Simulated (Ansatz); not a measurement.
Saddle search on SiH6ClOF, singlet by partitioned rational-function steps on PBE0-D4/def2-TZVP gradients (Ansatz 0.2.0), from this start:

Si1  (-0.694, 0.668, 0.075)
H2  (0.082, -0.261, 1.277)
H3  (-1.033, 1.546, -1.102)
H4  (-1.896, -0.203, 0.218)
Cl5  (-0.476, 2.207, 1.473)
H6  (1.036, -1.024, -0.503)
O7  (0.645, -0.064, -0.925)
H8  (0.555, -1.092, 0.990)
F9  (1.152, -1.872, 0.374)
H10  (0.630, 0.095, -1.877)
(Å)

```
step  energy less the last (meV)  largest force (eV/Å)  curvature followed (eV/Å²)
   1                        36.9                 0.235                      -10.89
   2                        25.2                 0.201                      -10.88
   3                        20.6                 0.149                      -10.88
   4                        41.0                 0.300                      -10.88
   5                        19.5                 0.155                      -10.89
   6                        25.3                 0.312                      -10.89
   7                        21.7                 0.188                      -10.91
   8                        16.9                 0.078                      -10.90
   9                        16.3                 0.036                      -10.88
  10                        16.1                 0.166                      -10.88
  11                        15.5                 0.085                      -10.34
  12                        15.2                 0.053                      -10.32
  13                        15.4                 0.057                      -10.32
  14                        15.0                 0.021                      -10.27
  15                        14.9                 0.028                      -10.27
  16                        14.6                 0.096                      -10.27
  17                        13.8                 0.076                      -10.26
  18                        19.3                 0.839                      -10.25
  19                        50.3                 1.869                      -10.22
  20                        13.4                 0.196                      -10.27
  21                         8.0                 0.320                      -10.48
  22                         8.5                 0.427                      -10.42
  23                         7.1                 0.164                      -10.06
  24                         4.9                 0.246                      -10.04
  25                         3.7                 0.116                      -10.09
  26                         3.2                 0.189                      -10.17
  27                         2.5                 0.111                      -10.11
  28                         1.8                 0.099                      -10.16
  29                         1.8                 0.044                      -10.12
  30                         1.7                 0.037                      -10.19
  31                         1.3                 0.055                      -10.20
  32                         1.1                 0.061                      -10.22
  33                         0.8                 0.057                      -10.21
  34                         0.6                 0.071                      -10.21
  35                         0.4                 0.029                      -10.20
  36                         0.3                 0.059                      -10.29
  37                         0.5                 0.054                      -10.29
  38                         0.2                 0.065                      -10.28
  39                         0.1                 0.018                      -10.29
  40                         0.2                 0.054                      -10.28
  41                         0.0                 0.011                      -10.28
  42                         0.0                 0.020                      -10.26
  43                         0.0                 0.015                      -10.26
  44                         0.0                 0.011                      -10.26
  45                         0.0                 0.007                      -10.26
```

The search ended at:

Si1  (-0.766, 0.623, 0.040)
H2  (-0.214, -0.515, 1.182)
H3  (-0.987, 1.569, -1.101)
H4  (-2.093, -0.011, 0.219)
Cl5  (-0.187, 2.050, 1.428)
H6  (1.064, -0.949, -0.490)
O7  (0.382, -0.283, -1.016)
H8  (0.605, -1.067, 1.019)
F9  (1.497, -1.593, 0.519)
H10  (0.697, 0.175, -1.800)
(Å)
